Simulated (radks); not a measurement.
Values are calculated unless marked as measured or tabulated.
The ruthenium ion Ru3+, configuration [Kr] 4d3 5p2 (not the ground configuration).

Level of theory: Dirac Kohn-Sham, PBEsol, spin-unpolarised, spherical densities, point nucleus; open shells fill j = l - 1/2 first (a radial shooting solver on a logarithmic mesh with Libxc functionals).

Energy parts (hartree):
total: -4525.89062
kinetic: 4709.91726
electron-nucleus: -10881.39285
Hartree: 1775.14457
exchange-correlation: -129.55959

Orbitals (lengths in bohr, moments of r in powers of bohr; r(max) is where P^2 peaks; r(90%) holds 90 % of the orbital's charge):
orbital  occ.  eigenvalue (hartree)   r(max)   <1/r>  r(90%)
1s1/2       2             -807.0757  0.02172   45.86  0.0600
2s1/2       2             -117.5896   0.1231   10.49   0.225
2p1/2       2             -108.8071  0.09550   10.47   0.202
2p3/2       4             -104.0010  0.09949   9.918   0.209
3s1/2       2             -22.17765   0.3619   3.624   0.594
3p1/2       2             -18.77291   0.3486   3.527   0.598
3p3/2       4             -17.95621   0.3581   3.394   0.613
3d3/2       4             -11.92878   0.2991   3.218   0.608
3d5/2       6             -11.76943   0.3019   3.184   0.613
4s1/2       2              -4.50791   0.9076   1.380    1.44
4p1/2       2              -3.46578   0.9537   1.271    1.57
4p3/2       4              -3.33091   0.9769   1.233    1.60
4d3/2       3              -1.72908    1.126  0.9818    2.05
4d5/2       0              -1.71143    1.135  0.9732    2.07
5p1/2       2              -0.97165    2.476  0.4826    3.85
5p3/2       0              -0.94971    2.529  0.4722    3.92

The highest occupied level is 5p1/2 at -26.440 eV. The configuration is held as typed, so some empty levels lie below it. Summed over all electrons, <r^2> = 36.34 bohr^2, which gives a Langevin (diamagnetic) susceptibility term of -28.8 x 10^-6 cm^3/mol. The density falls to 0.001 e/bohr^3 at r = 4.14 bohr.
